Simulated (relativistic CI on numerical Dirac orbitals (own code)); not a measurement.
Ru4+: resonant inelastic scattering at the M2,3 edge

Computed with this model: Dirac-Coulomb-Breit CI, orbitals from a KLI potential per configuration, model QED (radiative potential, 1s self-energy scaled to tabulated hydrogen-like ionisation energies), valence Slater integrals scaled by 0.9, Kramers-Heisenberg scattering through one core-hole configuration in a parametric crystal field; configurations [Kr] 4d4 → [Ne] 3s2 3p5 3d10 4s2 4p6 4d5; 80 K; core-hole width 1.2 eV; summed over polarisations. Incident energies are the highest absorption maxima for each field (at most a few, so the weaker spin-orbit partner edge can be absent), on the computed scale of the free ion. Intensities are in per cent of the strongest line above 0.02 eV; levels within 1 cm⁻¹ are merged; final levels count from the ground level, the first row holds all elastic scattering, lines under 0.4 are left out and each table stops after 24 rows. The scale of the Slater integrals is a model choice and moves the terms in proportion.

Field parameters in Wybourne normalisation: D4h B²₀ = −7Ds, B⁴₀ = 21(Dq − Dt), B⁴₄ = 21√(5/14) Dq. The field is a parameter set, without covalency.

S is read from ⟨S²⟩ = S(S + 1).

D4h, 10Dq = 43150, Ds = -1500, Dt = -570 cm⁻¹:

```
Final level (eV)  Degeneracy  Irrep     S  466.7 eV  471.4 eV  493.7 eV
           0.000           1     A1  1.00     359.8     382.7      51.6
           0.061           2      E  1.00      96.1       2.4       3.8
           0.212           1     A2  1.00       9.4      13.3       2.7
           0.269           1     A1  1.00      30.1       1.8       3.4
           0.310           2      E  1.00      42.9       7.5       1.5
           0.354           1     B2  0.99       0.8       1.5       0.2
           0.356           1     B1  1.00      15.3       1.3       1.7
           1.435           1     B2  0.04       3.4       0.0       0.0
           1.555           1     B1  0.03       3.6       1.4       0.2
           1.612           2      E  0.03       8.5       0.6       0.3
           1.795           1     A1  0.02       8.0       1.2       0.2
           2.755           2  B1+B2  2.00       0.1       2.4       3.5
           2.758           2      E  1.99       0.1       3.2       1.3
           2.759           1     A1  1.99       0.8      13.9      11.8
           3.302           1     A1  0.03      15.2       1.8       0.4
           3.849           1     B1  2.00       0.1      11.7       6.8
           3.850           2      E  2.00       0.4      26.5      14.9
           3.852           2  A1+A2  2.00       0.2      21.7       2.9
           5.065           1     A2  1.00       2.9      16.9       9.7
           5.082           2      E  1.00       0.3       0.5       1.6
           5.251           1     A1  1.00       0.3       5.9       3.0
           5.259           1     A2  1.00       0.4       6.1       3.4
           5.309           2      E  1.00       0.6      16.4       4.9
           5.373           1     B2  1.00       0.0       2.0       0.8
```

D4h, 10Dq = 43150, Ds = -860, Dt = -570 cm⁻¹:

```csv
Final level (eV),Degeneracy,Irrep,S,466.7 eV,471.2 eV,494.1 eV
0.000,1,A1,1.00,465.0,467.1,56.4
0.095,1,A2,1.00,60.1,12.9,4.5
0.108,2,E,1.01,100.0,10.6,3.9
0.240,1,B2,1.00,7.5,5.2,0.2
0.241,1,B1,1.00,34.4,8.2,2.4
0.260,2,E,0.99,13.5,9.7,2.2
0.266,1,A1,1.00,29.9,4.3,4.3
1.499,2,E,0.03,9.7,1.0,0.3
1.543,1,B2,0.03,4.8,0.4,0.1
1.620,1,A1,0.02,6.2,1.7,0.2
1.668,1,B1,0.02,5.9,1.4,0.3
2.873,2,B1+B2,2.00,0.4,12.8,4.0
2.877,2,E,1.99,0.3,10.0,2.4
2.878,1,A1,1.99,0.5,24.5,7.9
3.253,1,A1,0.03,20.9,2.9,0.5
3.651,1,B1,2.00,0.1,14.6,5.9
3.652,2,E,2.00,0.2,18.0,12.0
3.654,2,A1+A2,2.00,0.5,54.2,17.3
5.150,1,A2,1.00,3.2,28.7,10.8
5.189,2,E,1.00,0.5,0.5,9.5
5.204,1,A1,1.00,0.5,14.9,5.5
5.239,1,A2,1.00,0.5,17.5,7.8
5.274,2,E,1.00,0.4,10.5,1.6
5.343,1,B2,1.00,0.2,4.6,1.0
```

D4h, 10Dq = 43150, Ds = -210, Dt = -570 cm⁻¹:

```
Final level (eV)  Degeneracy  Irrep     S  466.7 eV  470.9 eV  494.1 eV
           0.000           1     A1  1.00     465.6     518.4      63.0
           0.057           1     A2  1.00     100.0       4.4       4.4
           0.112           2      E  1.00      48.9      15.0       2.9
           0.205           1     B2  1.00      17.8      13.9       0.2
           0.206           1     B1  1.00      45.7       9.5       2.4
           0.418           2      E  1.00      22.7       8.5       2.6
           0.427           1     A1  1.00      19.9       2.1       2.1
           1.467           2      E  0.04      13.2       1.4       0.2
           1.474           1     A1  0.03      12.5       1.9       0.2
           1.736           1     B2  0.02       4.4       0.8       0.2
           1.866           1     B1  0.02       5.6       1.4       0.3
           3.075           2  B1+B2  2.00       0.6      33.2       7.3
           3.079           2      E  1.99       0.4      15.4       3.8
           3.080           1     A1  1.99       0.2      23.3       5.8
           3.332           1     A1  0.03      19.5       2.9       0.5
           3.532           1     B1  2.00       0.1      10.0       4.6
           3.533           2      E  2.00       0.1       9.4       7.7
           3.535           2  A1+A2  2.00       0.8      68.1      23.6
           5.197           1     A2  1.00       3.6      89.8      12.4
           5.211           1     A1  1.00       0.7      15.8       6.4
           5.272           2      E  1.00       0.1       5.3       1.2
           5.357           1     B2  1.00       0.2       9.9       1.8
           5.358           1     B1  1.00       0.2       4.4       0.8
           5.389           1     A2  1.00       0.0       1.7       9.8
```

For the first field the strongest loss at the lowest incident energy is the level at 0.06 eV (S = 1.00, against 1.00 in the thermal ground state). Levels of other spin, the first over 8 % at 1.61 eV, appear because spin-orbit coupling of the core hole, and in heavier ions of the valence shell too, mixes spins.
